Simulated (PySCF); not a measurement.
Bi²⁺ (bismuth, charge +2) across methods

[Xe] 4f14 5d10 6s1 6p1 6d1, one real determinant (an excited configuration). All numbers are calculated (PySCF 2.14, the spin-free X2C one-electron Hamiltonian (Gaussian nucleus), in aug-cc-pwCVTZ-DK3 (11s10p8d5f1g, 125 functions)).

```csv
method,E (hartree),mean ε 6s α (eV),mean ε 6p α (eV),mean ε 6d α (eV),Σ⟨r²⟩ (bohr²),⟨S²⟩
PBE0,-21531.46,-35.973,-23.832,-11.927,60.56,3.751
LDA,-21518.73,-34.927,-22.820,-11.457,60.12,3.751
UHF,-21525.52889,-39.379,-26.861,-12.710,62.41,3.752
r2SCAN,-21531.68,-34.983,-23.041,-11.431,60.37,3.752
```

Q: Estimate the same row for PBE.

A: E (hartree) = -21531.79; mean ε 6s α (eV) = -34.555; mean ε 6p α (eV) = -22.643; mean ε 6d α (eV) = -11.524; Σ⟨r²⟩ (bohr²) = 60.29; ⟨S²⟩ = 3.751.

⟨L²⟩ = 8.00 against 12 for a pure F term, so this real determinant mixes terms. Spin-orbit coupling, absent here, splits the open shell strongly. The outer electron is Rydberg-like, and this basis confines it to a smaller radius and binds it less than a complete one would.
